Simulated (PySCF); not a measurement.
This PySCF input asks for the NMR shieldings of `C([Si@H](F)P([SiH3])[SiH3])C[SiH3]`, C₂H₁₄FPSi₄; the geometry comes from GFN2-xTB.

```python
import basis_set_exchange as bse
import numpy as np
from pyscf import gto, dft
from pyscf.prop import nmr

atoms = """
F    -0.722659   -2.056099   -1.163149
Si    0.081088   -0.652137   -1.197659
C    -1.138876    0.757589   -1.553679
C    -1.828125    1.323448   -0.311949
Si   -3.079894    0.132415    0.487977
P     1.012924   -0.415396    0.802118
Si    2.389387    1.281469    0.383605
Si    2.379663   -2.176520    0.813970
H     0.995152   -0.874183   -2.319441
H    -0.596547    1.558531   -2.063857
H    -1.889282    0.396919   -2.259081
H    -1.064031    1.587644    0.425191
H    -2.333051    2.256193   -0.579104
H    -2.417181   -1.058221    1.011140
H    -3.750859    0.854267    1.573790
H    -4.073110   -0.240884   -0.525190
H     3.157840    1.124933   -0.855873
H     1.570747    2.489127    0.281393
H     3.302996    1.371809    1.520143
H     3.171036   -2.291754   -0.415933
H     3.275658   -1.986764    1.954578
H     1.546715   -3.363000    0.983297
"""
names = dict.fromkeys(["F", "Si", "C", "P", "H"], "pcSseg-1")
basis = {el: gto.basis.parse(bse.get_basis(n, elements=[el], fmt="nwchem")) for el, n in names.items()}
mol = gto.M(atom=atoms, basis=basis, charge=0, verbose=0)
mf = dft.RKS(mol, xc="PBE0")
mf.grids.level = 2
mf.grids.alignment = dft.numint.BLKSIZE   # the property module wants whole blocks of grid points
mf.conv_tol = 1e-9
mf.kernel()

calc = nmr.RKS(mf)   # GIAO
C = mf.mo_coeff
Co = C[:, mf.mo_occ > 0]
resp = mf.gen_response(singlet=True, hermi=2)
def vind(x):   # induced exchange potential for any number of trial vectors
    d = np.einsum("pi,xij,qj->xpq", C, 2 * x.reshape(-1, C.shape[1], Co.shape[1]), Co, optimize=True)
    return np.einsum("xpq,pi,qj->xij", resp(d - d.transpose(0, 2, 1)), C, Co, optimize=True).ravel()
mo1, _ = nmr.rhf.solve_mo1(calc, with_cphf=vind)
sigma = calc.kernel(mo1)
for i, s in enumerate(sigma):   # ppm
    print("%2d %-2s %9.2f" % (i, mol.atom_pure_symbol(i), np.trace(s) / 3))
```

Problem. What does it print?

Solution. 
```
 0 F     362.80
 1 Si    304.45
 2 C     169.84
 3 C     182.30
 4 Si    417.59
 5 P     675.03
 6 Si    436.81
 7 Si    429.50
 8 H      26.03
 9 H      30.63
10 H      30.54
11 H      30.70
12 H      30.55
13 H      27.50
14 H      27.78
15 H      27.95
16 H      27.76
17 H      27.78
18 H      27.69
19 H      27.45
20 H      27.52
21 H      27.34
```

These numbers come from an equivalent density-fitted implementation of the same equations, which agrees with the script to about 0.01 ppm for H and up to a few tenths of a ppm for heavy atoms, so last digits may differ.

Problem. Turn these shieldings into chemical shifts. δ = σ(ref) − σ, references computed at the same level: CFCl3 for ¹⁹F (σ = 170.95 ppm); ²⁹Si (σ = 349.16 ppm) and ¹³C (σ = 186.93 ppm) and ¹H (σ = 31.72 ppm) against TMS; ³¹P (σ = 318.38 ppm) against H3PO4.

Solution. Averaging equivalent atoms: F 0: -191.9; Si 1: 44.7; Si 4: -68.4; Si 6/7: -84.0; C 2: 17.1; C 3: 4.6; P 5: -356.7; H 8: 5.68; H 16/17/18/19/20/21: 4.13; H 13/14/15: 3.97; H 10: 1.18; H 12: 1.17; H 9: 1.08; H 11: 1.01 ppm. Unscaled 19F shifts against computed CFCl3 carry errors that often reach 10 to 50 ppm. Experimental scales use liquid or dissolved standards, which lie at an offset from isolated H3PO4.

Size and cost of the density-fitted run: 241 basis functions, 110 s wall time on 1 thread of an Arm Neoverse N1, shared host; peak memory 1.1 GiB.
